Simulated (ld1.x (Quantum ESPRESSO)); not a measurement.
**Before and after: TM potential for Ce (Z = 58)**

- Element: cerium
- Generator: ld1.x (Quantum ESPRESSO) 7.5
- Type: norm-conserving Troullier–Martins (Kleinman–Bylander form)
- Functional: PBEsol
- Relativity: scalar-relativistic
- Frozen core: [Xe]
- Valence charge: 4
- Reference configuration: 4f1 5d2 6s1 6p0
- Partial waves: 6s (bound): rc 3.50 bohr; 5d (bound): rc 3.85 bohr; 4f (bound): rc 1.35 bohr; 6p (bound, empty): rc 3.65 bohr
- Local potential: the p channel
- Core correction: Bessel-smoothed model core inside 0.85 bohr

Change: all radii but the core radius scaled by about 1.27 (s 4.44, p 4.62, d 4.88, f 1.70 bohr).

Cutoffs: the cutoffs (Ry, on a coarse ladder) from which the occupation-weighted sum of valence levels, in a spherical-Bessel basis at the reference potential, stays within 10 and 1 mRy of its value at 400 Ry; they do not see the model core or the augmentation charge, which bear on the density cutoff. Errors are all-electron minus pseudo energies relative to the spin-unpolarised reference configuration.

Problem. What does the change do?

Solution. The potential gets softer (160 Ry and 200 Ry → 110 Ry and 140 Ry); the bound ghost in s disappears; of the 7 tests that both files solve, the error grows in 2 and shrinks in 4 by more than 15 % and 0.3 meV (median size 68.3 → 27.6 meV). A larger radius leaves more room for a smooth pseudo-wave, so fewer plane waves are needed.

| quantity | base | changed |
| --- | --- | --- |
| cutoff, loose | 160 Ry | 110 Ry |
| cutoff, tight | 200 Ry | 140 Ry |
| loose cutoff by channel (10 mRy a level) | s 6 Ry, d 10 Ry, f 160 Ry | s 6 Ry, d 8 Ry, f 110 Ry |
| bound ghosts | s | none |
| error for 4f1 5d1 6s2 6p0, meV [ΔE -0.91 eV] | -58 | +5.1 |
| error for 4f1 5d1 6s1 6p0, meV [ΔE 5.20 eV] | -86 | -8.7 |
| error for 4f1 5d1 6s0 6p0, meV [ΔE 16.23 eV] | -172 | -151 |
| error for 4f1 5d0 6s0 6p0, meV [ΔE 35.37 eV] | -637 | -265 |
| error for 4f1 5d1 6s1 6p1, meV [ΔE 1.57 eV] | -68 | -28 |
| error for 4f1 5d2 6s0 6p0, meV [ΔE 5.35 eV] | -17 | -22 |
| error for 4f1 5d1 6s0 6p2, meV [ΔE 4.14 eV] | -66 | -100 |

Base: These tests converged, but a pseudo level misses the all-electron one widely, so the file describes the atom poorly there or has found another state: 4f1 5d0 6s0 6p0: empty 6s by 4.9 eV. A true bound ghost makes a file unfit for plane-wave use even where its test errors are small: the radial tests pick states by their node count and pass the ghost by.
